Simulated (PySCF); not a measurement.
Correlation energy of Sc (scandium, neutral)

[Ar] 3d3, high-spin 4F determinant (an excited configuration). Computed with PySCF 2.14 in x2c-QZVPPall, with the spin-free X2C one-electron Hamiltonian (Gaussian nucleus). Frozen: [Ar]; 3 electrons correlated.

```csv
level,correlation energy (mhartree)
CCSD,-42.17
(T),-2.37
CCSD(T),-44.54
```

Diagnostics: T1 = 0.044, D1 = 0.0619, largest double amplitude 0.074.

Q: Is a single reference adequate?

A: Not fully. T1 exceeds 0.03, a sign that the reference determinant is poor.
